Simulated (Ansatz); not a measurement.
Ansatz (a program for electronic structure) input (PBE/def2-SVP):

Ansatz 0.2 input:
```yaml
crystal:
  periodic: [false, false, false]
  atoms:
    - {symbol: C, position_ang: [-1.97147400, 0.00614500, -0.66257300]}
    - {symbol: C, position_ang: [-0.75363000, -0.06505600, -1.11008600]}
    - {symbol: C, position_ang: [0.64181400, -0.07852400, -0.75701300]}
    - {symbol: Cl, position_ang: [0.89330900, 0.05834200, 1.07721600]}
    - {symbol: H, position_ang: [-2.83343500, -0.02014300, -1.32057000]}
    - {symbol: H, position_ang: [-2.16927000, 0.09607000, 0.40617000]}
    - {symbol: H, position_ang: [1.18428200, 0.76444300, -1.17982500]}
    - {symbol: H, position_ang: [1.13190700, -1.00756900, -1.04042000]}
basis:
  gaussian:
    orbitals: def2-SVP
hamiltonian:
  xc: {name: PBE}
magnetization: {spin_polarized: true, initial_magnetization: 1}
output: {forces: true}
```

Output:

```
Functional definition: PBE
integrals: 0.03 GiB planned
901 factors; their error is unknown
mean field: 0.22 GiB planned
mean field evaluation 1: about -15669.9062 eV, gradient 4.2e1 eV
mean field evaluation 2: about -15654.5328 eV, gradient 6.4e1 eV
mean field evaluation 4: about -15679.9109 eV, gradient 9.7e0 eV
mean field evaluation 8: about -15680.4073 eV, gradient 2.5e-1 eV
mean field evaluation 16: about -15680.3636 eV, gradient 1.1e-3 eV
mean field -15680.36359802 eV, -576.2427336952 hartree, gradient 2.1e-5 eV, S^2 0.757275; 0 other end points of the search recorded, 0 dependent functions left out
the calculation of the forces begins
reference -15680.36362701 eV, -576.2427347605 hartree; 20, 19 occupied and 60, 61 virtual orbitals, 901 factors
Total energy: -15680.36362701 eV, -576.2427347605 hartree
Atom 0 at    -1.971474     0.006145    -0.662573 Å, force    -0.508104     0.023399     0.106537 eV/Å
Atom 1 at    -0.753630    -0.065056    -1.110086 Å, force     0.881756    -0.059764    -0.428404 eV/Å
Atom 2 at     0.641814    -0.078524    -0.757013 Å, force    -0.420918     0.048523     0.458647 eV/Å
Atom 3 at     0.893309     0.058342     1.077216 Å, force     0.039282     0.010532     0.148631 eV/Å
Atom 4 at    -2.833435    -0.020143    -1.320570 Å, force    -0.571160    -0.014972    -0.404897 eV/Å
Atom 5 at    -2.169270     0.096070     0.406170 Å, force    -0.107397     0.054204     0.648655 eV/Å
Atom 6 at     1.184282     0.764443    -1.179825 Å, force     0.359034     0.502396    -0.306543 eV/Å
Atom 7 at     1.131907    -1.007569    -1.040420 Å, force     0.327506    -0.564318    -0.222625 eV/Å
Dipole moment:    -0.039929    -0.019757    -0.266142 e Å
```

The geometry given is a B3LYP-D3(BJ)/def2-TZVP minimum.
